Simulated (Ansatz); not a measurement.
A geometry relaxed with PBE0-D3(BJ)/def2-TZVP in Ansatz (a first-principles code), charge 0, multiplicity 1:

```xyz
5

C     -0.5978    -0.0161     0.0178
C      0.8665     0.0449    -0.0254
O     -1.2798     0.9644     0.0440
N      2.0162     0.0478    -0.0598
H     -1.0051    -1.0410     0.0234
```

### Question
Write the SMILES of this molecule.

### Answer
`N#CC=O`
